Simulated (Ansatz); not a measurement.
Relaxed structures of LiMgBH₂O, closed shell (PBE0-D4/def2-TZVP; forces vanish, vibrations not checked; lower isomers may exist, and structures with a doubtful reference or unclear bonds are left out; Å). Program: Ansatz 0.2.0. Basis: def2-TZVPP. Cores are frozen in the correlated methods. The outer core shell of Li, Na, Mg and K is correlated. The def2 sets are not built for correlating such inner shells, so the correlated values are less sure here.

(1) Rank them by CCSD(T) energy, lowest first, and give each one's height above the lowest. Links in brackets join atoms within 1.22 times the sum of their covalent radii (1.1 for two metals). (To be estimated.)
A.
LiMgBH₂O ([Li][BH][Mg][OH])
```
6
angstrom
Li -2.5773 -1.0697 -1.5941
B -1.3808 0.4853 -0.6562
O 2.1223 -0.6066 1.0340
Mg 0.6215 0.1034 0.3542
H 2.9514 -0.5566 1.4928
H -1.7370 1.6442 -0.6307
```
B.
LiMgBH₂O ([OH][B]1[Li]2[H][Mg]21)
```
6
angstrom
Li -0.9657 1.6718 -0.2179
B 0.6022 0.1173 0.3465
O 1.7463 -0.2577 0.8963
Mg -1.2067 -0.9878 -0.8311
H 1.9629 -1.1935 0.8430
H -2.1390 0.6499 -1.0368
```
C.
LiMgBH₂O ([O][B][Mg]12[H][Li]1[H]2)
```
6
angstrom
Li -2.8114 -0.7192 -1.6485
B 1.2264 0.1951 0.6971
O 2.2520 0.4265 1.2926
Mg -0.6748 -0.2347 -0.4072
H -1.4853 -1.7273 -1.1170
H -2.1124 0.7482 -1.0034
```
D.
LiMgBH₂O ([H]1[MgH][B]2[O][Li]12)
```
6
angstrom
Li -0.7996 -1.0017 -0.5603
B 0.7912 0.3268 0.4612
O 0.8277 -0.8964 0.3187
Mg -0.7752 1.9613 -0.1543
H -1.1112 3.6364 -0.1107
H -1.6725 0.4796 -0.8278
```

No T1 diagnostic of these runs exceeds 0.021. The restricted Hartree–Fock reference is unstable towards an unrestricted one at one or more of these structures.

Answers

(1) The calculation gives: D (0.0 kJ/mol), C (26.8 kJ/mol), B (250.0 kJ/mol), A (302.1 kJ/mol). Heights count from the lowest.

For scale, one of the runs: CCSD(T)/def2-TZVPP, 141 basis functions, launched by `ansatz run in.yaml --threads 2 --pin off --events-out ev --progress --plain --max-ram 4352MiB`. Hardware: 2 CPU threads of an Arm Neoverse V2, shared host. Wall time 26 s; peak host memory 0.95 GiB.
